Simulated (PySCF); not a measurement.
## Polarisability and C₆ of Au (gold, neutral)

[Xe] 4f14 5d9 6s1 6p1, one real determinant (an excited configuration). Calculation: PySCF 2.14, in aug-cc-pVTZ-PP with ECP60MDF; a scalar-relativistic core potential. Coupled (time-dependent) response in atomic units; α is the mean over directions.

```
method  mean α (bohr³)         α xx, yy, zz  C₆ (like pair)  S(−4)
   UHF           76.71  59.97, 59.97, 110.2           818.6   3698
   PBE           88.25  61.36, 61.36, 142.0           927.9   6480
  PBE0           81.59  58.84, 58.84, 127.1           855.5   5022
```

S(−4) is the Cauchy moment in α(ω) = α(0) + S(−4) ω² + …

Spin-orbit coupling is absent.

α(iu) at UHF:

```
u (hartree)  α(iu) (bohr³)
          0          76.71
     0.0500          68.86
      0.100          54.54
      0.200          33.49
      0.300          22.72
      0.500          13.31
      0.750          8.616
       1.00          6.274
       1.50          3.891
       2.00          2.683
       3.00          1.500
       5.00         0.6541
```

A single London oscillator, α(iu) = α/(1 + u²/ω²), gives C₆ = (3/4) ω α². Matching the computed C₆ needs ω = 4 × 818.6 / (3 × 76.71²) = 0.185 hartree.

The components differ because the open shell of this determinant is not spherical; for a pure term their mean is the scalar polarisability.

⟨L²⟩ = 8.05 against 12 for a pure F term, so this real determinant mixes terms. Energies and moments cover only the electrons outside the core potential. Spin-orbit coupling, absent here, splits the open shell strongly.
